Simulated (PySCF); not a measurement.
InI₂, SMILES [I][In+][I], charge +1.

The structure is a stationary point at B3LYP-D3(BJ)/def2-SVP. The spin state was assumed, not searched. The isomer is the one that the SMILES or the coordinates give; other isomers of the formula were not compared. The def2 effective core potentials stand for the cores of I, In; spin–orbit coupling is left out.

Two levels are set side by side: TDDFT-PBE/def2-SVPD (PySCF) and TDDFT-M06-2X/def2-SVPD (PySCF). Vertical, same geometry. The lowest singlet is HOMO−1→LUMO 100 % with PBE and HOMO−1→LUMO 99 % with the other functional; states are paired by order. Differences are taken from unrounded values.

| quantity | TDDFT-M06-2X | TDDFT-PBE | TDDFT-PBE minus TDDFT-M06-2X |
|---|---|---|---|
| lowest singlet excitation (eV) | 3.16 | 2.50 | -0.66 |
| lowest triplet excitation (TDA) (eV) | 2.83 | 2.13 | -0.70 |

A lower first singlet is the usual sign of a functional without exact exchange. Differences between two approximate levels are no errors against the true value.

Rough cost on one machine, each run with all the roots and properties that it gave: TDDFT-M06-2X against TDDFT-PBE about 7 times.
